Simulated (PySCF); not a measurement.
H₇N₃OSi, SMILES N[Si](N)(N)O.

The structure is a stationary point at B3LYP-D3(BJ)/def2-SVP. Other conformers were not sampled.

Two levels are set side by side: TDA-PBE/def2-SVPD (PySCF) and TDA-CAM-B3LYP/def2-SVPD (PySCF). Vertical, same geometry. The lowest singlet is HOMO→LUMO 100 % with PBE and HOMO→LUMO 80 % with the other functional; states are paired by order. Differences are taken from unrounded values.

| quantity | TDA-CAM-B3LYP | TDA-PBE | TDA-PBE minus TDA-CAM-B3LYP |
|---|---|---|---|
| lowest singlet excitation (eV) | 6.45 | 5.27 | -1.18 |
| lowest triplet excitation (TDA) (eV) | 6.14 | 5.14 | -1.00 |
| first bright state (f over 0.05) (eV) | 6.65 | 5.63 | -1.02 |
| its oscillator strength | 0.07 | 0.06 | -0.01 |

A lower first singlet is the usual sign of a functional without exact exchange. Differences between two approximate levels are no errors against the true value.

Rough cost on one machine, each run with all the roots and properties that it gave: TDA-CAM-B3LYP against TDA-PBE about 4 times.
